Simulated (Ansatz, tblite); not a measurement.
Removing and adding an electron: Sn4O5 (the lowest singlet isomer of a short search). Charge 0, multiplicity 1. Geometry: PBE-D4/def2-SVP. Ansatz, gas phase; energy differences of separate SCF runs; the oxidised species was run as a doublet alone; the reduced species was run as a doublet alone.

```
atom   x (Å)   y (Å)   z (Å)
 Sn1   1.072  -1.750   0.502
 Sn2  -1.704  -1.031  -1.086
 Sn3  -1.185   1.001   1.434
 Sn4   0.840   1.138  -1.325
  O5   0.410  -1.043  -1.442
  O6  -0.906  -1.091   1.026
  O7   0.931   1.423   1.004
  O8   1.844   0.308   0.621
  O9  -1.303   1.046  -0.733
```

In the def2 sets Sn takes a core potential; there is no spin–orbit coupling. The xTB rows come from tblite. The structure holds one bond between oxygen atoms, so isomers without such links may lie far lower. HOMO above LUMO, or a gap near zero within one spin, warns that the state may not be the lowest or that an electron is smeared out. The structure comes from a short search, and lower isomers may exist.

| level | −HOMO (eV) | vertical IE (eV) | −LUMO (eV) | vertical EA (eV) | HOMO–LUMO gap (eV) | IE − EA (eV) | remarks |
| --- | --- | --- | --- | --- | --- | --- | --- |
| GFN2-xTB | 11.16 | 14.05 | 7.28 | 4.76 | 3.88 | 9.29 | – |
| PBE-D4/def2-SVP | 5.43 | 7.85 | 2.33 | 0.40 | 3.10 | 7.45 | HOMO above zero (-1 doublet), gap within one spin near zero (+1 doublet) |

Problem. Estimate the rows for GFN1-xTB, PBE0-D4/def2-SVP.

Solution. 
```
           level  −HOMO (eV)  vertical IE (eV)  −LUMO (eV)  vertical EA (eV)  HOMO–LUMO gap (eV)  IE − EA (eV)                       remarks
        GFN1-xTB       10.31             13.21        5.60              3.18                4.70         10.03                             –
PBE0-D4/def2-SVP        6.71              8.30        1.63              0.27                5.09          8.03  HOMO above zero (-1 doublet)
```

   A HOMO above zero means that the electron is unbound at that level or that self-interaction error raises the level; the energy of removing that electron tells which. Raw xTB energy differences between charge states are shifted by several eV; the methods need an empirical correction for them. Sets without diffuse functions give affinities that are too small.
